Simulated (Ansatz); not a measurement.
Ideal-gas functions of C$_{2}$H$_{2}$ClFGe, SMILES `[F][Ge]1([Cl])[CH]=[CH]1` at 500 K and 1 bar, from an Ansatz frequency run at PBE0-D4/def2-TZVP.

Molar mass 153.1 g/mol, point group Cs (symmetry number 1), electronic degeneracy 1, moments of inertia 108.633, 213.894, 292.369 u Å². Harmonic wavenumbers (cm⁻¹, unscaled): 162, 164, 215, 232, 437, 639, 649, 672, 741, 970, 993, 1147, 1508, 3175, 3197.

Use S(trans) = R[1.5 ln M + 2.5 ln T − 1.1517]; rotational temperatures θ = 24.2544 K / I; S(rot) = R[ln(√π/σ · √(T³/θAθBθC)) + 1.5]; for each mode x = 1.438777 ν̃/T, S = R[x/(eˣ − 1) − ln(1 − e⁻ˣ)] and H = RT x/(eˣ − 1); 1 cm⁻¹ = 0.0119627 kJ/mol; R = 8.31446 J/(mol·K).

Question: By hand: the entropy, in J/(mol·K).

Answer: Translation 182.3. Rotation: θ = 0.2233, 0.1134, 0.083 K, giving 120.4. Vibration, mode by mode: 14.74, 14.63, 12.44, 11.83, 6.94, 4.33, 4.23, 4.02, 3.43, 2.04, 1.94, 1.36, 0.59, 0.01, 0.01, in all 82.5. Electronic 0.0. Sum 385.2 J/(mol·K).

Question: By hand: H − E and G − E in kJ/mol, counted from the electronic energy.

Answer: Zero-point energy ½ × 14901 × 0.0119627 = 89.1; thermal vibration 22.2; translation, rotation and pV give 4 RT = 16.6. H − E = 127.9 kJ/mol, and G − E = 127.9 − 500 × 385.2/1000 = -64.7 kJ/mol.

Vibration gives 21 % of the entropy.
